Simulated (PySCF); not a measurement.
# Core binding energy against partial charge

Species: C₃H₈B (charge -1).
Geometry (PBE0-D3(BJ)/def2-SVP, Å), atoms numbered from 1 in this order:
```
atom  x, y, z in Å
B1     2.1546   -0.0805    0.0156
C2     0.5796   -0.4011    0.0542
C3    -0.4556    0.4341    0.2559
C4    -1.9099    0.0608    0.2776
H5     2.7431   -0.7565    0.8926
H6     2.6290   -0.4341   -1.0899
H7     2.3806    1.1344    0.2005
H8     0.2737   -1.4567   -0.1059
H9    -0.2352    1.5006    0.4230
H10   -2.5002    0.5917   -0.4964
H11   -2.0413   -1.0211    0.1038
H12   -2.3996    0.3000    1.2432
```

Binding energies: delta-SCF UKS SCAN, pcX-2 on the ionised atom, pcseg-1 elsewhere, spin-free X2C (PySCF 2.14.0). Charges: PBE0/pcSseg-1 ground-state density, for the ionised atom.

```
atom       environment  C 1s (eV)  Mulliken (e)  IAO (e)  Hirshfeld (e)  ESP (e)
  C2  alkene CH carbon     284.25        -0.218   -0.188         -0.124   -0.220
  C3  alkene CH carbon     284.75        -0.309   -0.216         -0.110   -0.105
  C4    allylic carbon     286.61        -0.236   -0.403         -0.138   -0.308
```

How well does each charge scheme correlate with the binding energies over these sites?

Mulliken: r = 0.13, slope 3.4 eV per e; ESP: r = -0.69, slope -8.5 eV per e; IAO: r = -1.00, slope -10.6 eV per e. On 3 points no scheme stands out. The Hirshfeld charges vary by under 0.03 e and aren't fitted.

The point-charge model writes a binding energy as kq + V + constant, with V the potential of the other atoms' charges at the site. What does it give with the IAO charges?

V = Σ 14.40 eV Å × q/r over all other atoms: -7.02 eV at C2, -5.39 eV at C3, -0.11 eV at C4. Fitting binding energy − V to q gives k = 20.2 eV per e and leaves an rms residual of 0.24 eV, against 0.09 eV for the fit on q alone. The model has no term for differences in relaxation between sites.

The unrestricted hole states depart most from a pure doublet (⟨S²⟩ = 0.75; over 0.85 named) for C 1s of C2 (0.85), which makes this value less certain. The species carries charge -1, so core ionisation leaves a neutral species. The basis sets have no added diffuse functions. Isolated species at its PBE0-D3(BJ)/def2-SVP geometry, gas phase. The geometry's basis has no diffuse functions, a weakness for an anion.
